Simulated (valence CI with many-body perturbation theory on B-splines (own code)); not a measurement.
# Basis-set convergence for Ir⁶³⁺

Computed by configuration interaction combined with many-body perturbation theory (CI+MBPT): four valence electrons over a frozen Dirac-Fock core [Ne], a basis of 9 s, 9 p, 8 d, 6 f, 3 g, 1 h functions for each j, with the one-electron correlation potential Σ1 (screened to all orders), the two-electron term Σ2, the three-electron term Σ3, Breit, model QED; selected single and double excitations, second order for the rest, scaled by the run's own slope (own B-spline code, finite nucleus).

No measured spectrum was set against this ion. As an estimate, large intervals hold to a few tenths of a per cent, small ones and those within an open d or f shell to about a per cent.

The reference run has the lowest level (3s^2 3p1/2^2) J=0 and an ionisation energy of 7275.41 eV. Its largest variational space holds 20000 state functions.

Levels are named by their leading jj configuration (3d3/2^4 stands for four electrons in 3d with j = 3/2), which in mixed levels can hold well under half, so a name can repeat and another be missing.

Changed runs:
A. basis 6 s, 6 p, 5 d, 3 f, 1 g
B. basis 5 s, 5 p, 4 d, 2 f

Excitation energies of the reference run in cm⁻¹, and shifts in cm⁻¹:

```csv
Level,Reference,A,B
(3s^2 3p1/2 3p3/2) J=1,3409540,-115,-339
(3s^2 3p1/2 3p3/2) J=2,3487980,+11,+84
(3s 3p1/2^2 3p3/2) J=2,4862660,-129,-364
(3s 3p1/2^2 3p3/2) J=1,5093150,-23,-12
(3s^2 3p1/2 3d3/2) J=2,5276990,+84,+273
(3s^2 3p1/2 3d3/2) J=1,5655200,+341,+1293
(3s^2 3p1/2 3d5/2) J=2,6232680,+129,+482
(3s^2 3p1/2 3d5/2) J=3,6243860,+251,+887
(3s 3p1/2^2 3d3/2) J=1,6766450,+21,+89
(3s 3p1/2^2 3d3/2) J=2,6828390,+111,+428
(3s^2 3p3/2^2) J=2,6959480,-87,-198
(3s^2 3p3/2^2) J=0,7131060,+3.2,+130
Ionisation energy (eV),7275.41,-0.033,-0.12
```
